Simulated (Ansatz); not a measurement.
Geometry optimisation, Ansatz 0.2.0, RKS PBE0-D4/def2-SVP.

Input:

```yaml
crystal:
  periodic: [false, false, false]
  atoms:
    - { symbol: B, position_ang: [-0.01692, -0.20898, 0.176874] }
    - { symbol: O, position_ang: [-0.263141, -0.59986, 1.475718] }
    - { symbol: H, position_ang: [-1.198782, -0.798023, 1.610355] }
    - { symbol: H, position_ang: [1.109005, 0.016622, -0.175198] }
    - { symbol: F, position_ang: [-1.015278, -0.203221, -0.698022] }
    - { symbol: S, position_ang: [-0.04036, 2.675741, 1.294518] }
    - { symbol: H, position_ang: [1.304698, 2.615811, 1.213869] }
    - { symbol: H, position_ang: [-0.099524, 1.530209, 2.057588] }
basis:
  gaussian: { orbitals: def2-SVP }
hamiltonian:
  xc: pbe0
  dispersion: d4
relax:
  f_tol: 0.03
  max_steps: 50
```

Command:

```bash
$ ansatz run input.yaml --threads 1 --pin off --max-ram 2048MiB --backend cpu --events-out ev --progress --plain --runs-dir out
```

**Question.** Where does it end, and by what steps?

**Answer.** The run converged. After 10 steps the energy has fallen by 0.060 eV; H8 moved furthest, 0.39 Å.

```
step  energy less start (eV)  largest force component (eV/Å)  accepted
   0                  0.0000                           0.930       yes
   1                 -0.0464                           0.639       yes
   2                  0.2128                           2.342        no
   3                 -0.0561                           0.098       yes
   4                 -0.0574                           0.068       yes
   5                 -0.0585                           0.033       yes
   6                 -0.0588                           0.033       yes
   7                 -0.0593                           0.048       yes
   8                 -0.0595                           0.044       yes
   9                 -0.0596                           0.036       yes
  10                 -0.0597                           0.020       yes
```

```xyz
8
Properties=species:S:1:pos:R:3
B -0.024 -0.307 0.165
O -0.332 -0.729 1.407
H -1.274 -0.912 1.509
H 1.120 -0.061 -0.114
F -0.971 -0.228 -0.766
S -0.053 2.793 1.414
H 1.240 2.689 1.040
H 0.073 1.783 2.301
```

Time of the run: 39 s on 1 thread of Intel(R) Xeon(R) Platinum 8259CL CPU @ 2.50GHz (Skylake/Cascade Lake), with other jobs on the host, peak memory 0.17 GiB.
